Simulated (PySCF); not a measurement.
## Simulated absorption spectrum

Compound: C3H12SSi2.
Atom-mapped SMILES: `[CH3:1][CH:2]([CH3:3])[SiH2:4][S:5][SiH3:6]` (hydrogens: H7, H8, H9 on C1; H10 on C2; H11, H12, H13 on C3; H14, H15 on Si4; H16, H17, H18 on Si6)

Computed, not measured: TDDFT CAM-B3LYP/def2-SVPD, vertical, gas phase, core orbitals frozen in the response (PySCF). Isolated species at its GFN2-xTB geometry (one conformer only). Torsions of this conformer, `[CH3:1][CH:2]([CH3:3])[SiH2:4][S:5][SiH3:6]`: C1–C2–Si4–S5 180°, C2–Si4–S5–Si6 -171°.

Each state is given a Gaussian of 0.3 eV full width at half maximum, with ε(max) = 2.175×10⁸ f / Δν̃ (Δν̃ the width in cm⁻¹). The width is an assumption, not a result. The curve ends short of the highest state used, and states not computed would add to its high-energy end.

```
E (eV)  ε (L mol⁻¹ cm⁻¹)
  5.61                 3
  5.64                 8
  5.67                16
  5.71                40
  5.74                73
  5.77               128
  5.81               245
  5.84               376
  5.87               545
  5.91               819
  5.94              1043
  5.97              1257
  6.01              1479
  6.04              1566
  6.07              1570
  6.11              1448
  6.14              1280
  6.17              1073
  6.21               784
  6.24               587
  6.27               422
  6.30               294
  6.34               179
  6.37               127
  6.40                95
  6.44                76
  6.47                70
  6.50                69
  6.54                69
  6.57                67
  6.60                64
  6.64                56
  6.67                48
  6.70                40
  6.74                33
  6.77                32
  6.80                35
  6.84                51
  6.87                73
  6.90               105
  6.94               168
  6.97               233
  7.00               319
  7.04               481
```

Question: Locate the maxima and give the states behind the curve.

Answer: 205 nm (6.06 eV), ε about 1600, made up of S1 (100%) (ε in L mol⁻¹ cm⁻¹; maxima over ε = 5, shares over 10%). At its high-energy end, 7.04 eV, the curve is still rising (ε about 480, from S4 and S5). The states used: S1 6.06 eV (f 0.018); S2 6.31 eV (f 0.0004); S3 6.57 eV (f 0.0007); S4 7.08 eV (f 0.0027); S5 7.32 eV (f 0.027); S6 7.47 eV (f 0.049); S7 7.59 eV (f 0.028); S8 7.64 eV (f 0.011).

Question: On this curve, what absorbance would a 10⁻⁵ mol/L sample give at 193 nm over a 1 cm path?

Answer: 193 nm is 6.424 eV, where ε is about 81 L mol⁻¹ cm⁻¹, so A = ε c l ≈ 0.00081 (Beer–Lambert, with the gas-phase spectrum and the assumed width).

Question: Coming from long wavelengths, where does ε first pass 100 L mol⁻¹ cm⁻¹?

Answer: At about 215 nm (5.76 eV), 0.30 eV below S1.

Question: What would ε be at 6.06 eV, the highest of these maxima, with half the width (0.15 eV)?

Answer: About 3140 L mol⁻¹ cm⁻¹ against 1580, a factor of about 1.99; a lone state at its own centre would give exactly 2.
